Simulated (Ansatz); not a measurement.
Cost and result for the atomization energy of `N[Si@@H]1[SiH2][C@H]1F` (11 atoms, 11 bonds).

Cartesian coordinates in Å:
```
N 0.642 0.113 1.858
Si 0.542 -0.164 0.185
Si -0.798 1.142 -1.573
C -1.095 -0.542 -0.566
F -1.153 -1.693 -1.345
H 1.480 0.467 2.290
H -0.179 0.321 2.402
H 1.732 -0.867 -0.327
H 0.593 1.302 -0.530
H 0.205 0.432 -2.478
H -1.970 -0.511 0.084
```

The species carries charge 0 and has multiplicity 1. All single points use the PBE0-D4/def2-TZVP geometry. It is one conformer, not always the lowest. Program: Ansatz. All runs use 4 threads of an AMD EPYC 7R43 on a shared host. Times are those of one run each, without the atoms' runs, and a repeat can differ threefold. Electronic energies, without spin–orbit coupling; frozen cores. CCSD(T)/CBS adds CCSD(T) − MP2 in def2-TZVPP to the MP2 limit, and its time is that of the two runs behind it. T1 = 0.014. B3LYP takes the VWN-RPA correlation (the form of Gaussian; ORCA's B3LYP/G).

CCSD(T)/CBS is a level of theory with its own doubt, some kJ/mol a heavy atom from the limit and from the frozen cores, so smaller differences don't rank the functionals.

| level | functions | wall time |
| --- | --- | --- |
| PBE-D4/def2-TZVPP (with forces) | 261 | 2.5 s |
| PBE0-D4/def2-TZVPP | 261 | 3.5 s |
| B3LYP-D4/def2-TZVPP (with forces) | 261 | 6 s |
| r2SCAN-D4/def2-TZVPP (with forces) | 261 | 7 s |
| B2PLYP/def2-TZVPP | 261 | 7 s |
| ωB97X-V/def2-TZVPP | 261 | 8.5 s |
| ωB97M-V/def2-TZVPP (with forces) | 261 | 13 s |
| MP2/def2-QZVPP | 491 | 25 s |
| CCSD(T)/def2-TZVPP | 261 | 2.7 min |
| CCSD(T)/CBS(def2) | – | 3.1 min |

Q: What atomization energy does each give, and how far from CCSD(T)/CBS? (Best estimate.)

A: The calculation gave: 
```json
{"level": "PBE-D4/def2-TZVPP (with forces)", "atomization (kcal/mol)": "885.3", "difference from CCSD(T)/CBS": "17.9", "per bond": "1.6"}
{"level": "PBE0-D4/def2-TZVPP", "atomization (kcal/mol)": "866.4", "difference from CCSD(T)/CBS": "-1.0", "per bond": "-0.1"}
{"level": "B3LYP-D4/def2-TZVPP (with forces)", "atomization (kcal/mol)": "868.2", "difference from CCSD(T)/CBS": "0.8", "per bond": "0.1"}
{"level": "r2SCAN-D4/def2-TZVPP (with forces)", "atomization (kcal/mol)": "868.0", "difference from CCSD(T)/CBS": "0.6", "per bond": "0.1"}
{"level": "B2PLYP/def2-TZVPP", "atomization (kcal/mol)": "854.6", "difference from CCSD(T)/CBS": "-12.8", "per bond": "-1.2"}
{"level": "ωB97X-V/def2-TZVPP", "atomization (kcal/mol)": "873.2", "difference from CCSD(T)/CBS": "5.8", "per bond": "0.5"}
{"level": "ωB97M-V/def2-TZVPP (with forces)", "atomization (kcal/mol)": "873.3", "difference from CCSD(T)/CBS": "5.9", "per bond": "0.5"}
{"level": "MP2/def2-QZVPP", "atomization (kcal/mol)": "865.6", "difference from CCSD(T)/CBS": "-1.8", "per bond": "-0.2"}
{"level": "CCSD(T)/def2-TZVPP", "atomization (kcal/mol)": "839.2", "difference from CCSD(T)/CBS": "-28.2", "per bond": "-2.6"}
{"level": "CCSD(T)/CBS(def2)", "atomization (kcal/mol)": "867.4", "difference from CCSD(T)/CBS": "0.0", "per bond": "0.0"}
```

In def2-TZVPP, CCSD(T) changes the Hartree–Fock value by +241.2 kcal/mol (the triples alone add +14.6 kcal/mol) and MP2 by +250.8 kcal/mol; breaking electron pairs costs correlation energy, which Hartree–Fock lacks. The D4 term adds +10.1 kcal/mol with B3LYP and +5.3 kcal/mol with PBE0; it sums over pairs of atoms, weighted by their polarisabilities, and B3LYP, whose exchange is more repulsive, gets the larger term. From PBE to PBE0 (25 % exact exchange), in def2-TZVPP and without D4, the atomization energy moves by −17.9 kcal/mol: exact exchange takes away binding that semilocal exchange gives to molecules.
